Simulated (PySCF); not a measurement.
Ligands exchanged one at a time, Ga CH3-H. Gas-phase values, no solvent. Strings in code marks are SMILES.

The dipole moment from two functionals at the same geometries (B3LYP-D3(BJ)/def2-TZVP), both in PySCF: PBE-D3(BJ)/def2-TZVP and ωB97X-D3(BJ)/def2-TZVP. 

```json
[
 {"species": "0 of 3 CH3 replaced by H (`[CH3][Ga]([CH3])[CH3]`)", "ωB97X-D3(BJ)/def2-TZVP (D)": "0.01"},
 {"species": "1 of 3 CH3 replaced by H (`[CH3][GaH][CH3]`)", "ωB97X-D3(BJ)/def2-TZVP (D)": "0.54"},
 {"species": "2 of 3 CH3 replaced by H (`[CH3][GaH2]`)", "ωB97X-D3(BJ)/def2-TZVP (D)": "0.64"},
 {"species": "3 of 3 CH3 replaced by H (`[GaH3]`)", "ωB97X-D3(BJ)/def2-TZVP (D)": "0.00"}
]
```

Task: What does PBE-D3(BJ)/def2-TZVP give for each?

Result: 
- 0 of 3 CH3 replaced by H (`[CH3][Ga]([CH3])[CH3]`): 0.01
- 1 of 3 CH3 replaced by H (`[CH3][GaH][CH3]`): 0.59
- 2 of 3 CH3 replaced by H (`[CH3][GaH2]`): 0.71
- 3 of 3 CH3 replaced by H (`[GaH3]`): 0.00
Over these rows, drawn at random from the members with no instability flagged (it was tested for open shells, ions and some series alone), PBE minus ωB97X-D3(BJ): mean +0.03 D, from 0.00 D to +0.07 D.
